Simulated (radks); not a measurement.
Q: All-electron atom: Ni7+ in [Ar] 3d3 (the NIST ground configuration). Calculated with a radial shooting solver on a logarithmic mesh with Libxc functionals: Dirac Kohn-Sham, PBE, spin-unpolarised, spherical densities, finite nucleus; open shells fill j = l - 1/2 first; Fermi nuclear charge, rms radius 3.7757 fm. Some entries of the table are withheld. Estimate them.

orbital  occ.  eigenvalue (eV)  <r> (bohr)
1s1/2       2              (1)     0.05410
2s1/2       2        -1138.447      0.2445
2p1/2       2        -1012.850         (2)
2p3/2       4        -995.3817         (3)
3s1/2       2              (4)         (5)
3p1/2       2        -213.2863      0.7107
3p3/2       4        -210.6768      0.7180
3d3/2       3        -146.1808      0.7232
3d5/2       0        -145.7922      0.7254

A: 
(1) 1s1/2 eigenvalue (eV): -8363.395
(2) 2p1/2 <r> (bohr): 0.2130
(3) 2p3/2 <r> (bohr): 0.2162
(4) 3s1/2 eigenvalue (eV): -252.5765
(5) 3s1/2 <r> (bohr): 0.7007
